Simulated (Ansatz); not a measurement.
Species: difluorosilane, sum formula SiH2F2, charge 0, multiplicity 1. 
Coordinates optimised at B3LYP-D3(BJ)/def2-TZVP (Ansatz, a quantum-chemistry and plane-wave program):
SMILES: F[SiH2]F
```xyz
5

Si     0.0045     0.4472     0.0371
F      1.2746    -0.5098     0.1000
F     -1.2843    -0.4609    -0.1805
H     -0.1239     1.1373     1.3283
H      0.1487     1.3379    -1.1230
```

Dipole moments at this geometry, in debye (magnitudes).

```
level                    program  dipole (D)
-----------------------  -------  ----------
SVWN5/def2-TZVPD          Ansatz        1.50
BLYP/def2-TZVPD           Ansatz        1.45
B3LYP/def2-TZVPD          Ansatz        1.55
r2SCAN0/def2-TZVPD        Ansatz        1.56
CCSD(T)/aug-cc-pV(D+d)Z   Ansatz           ?
```

Fill in the missing entries.


- CCSD(T)/aug-cc-pV(D+d)Z, dipole (D): 1.57
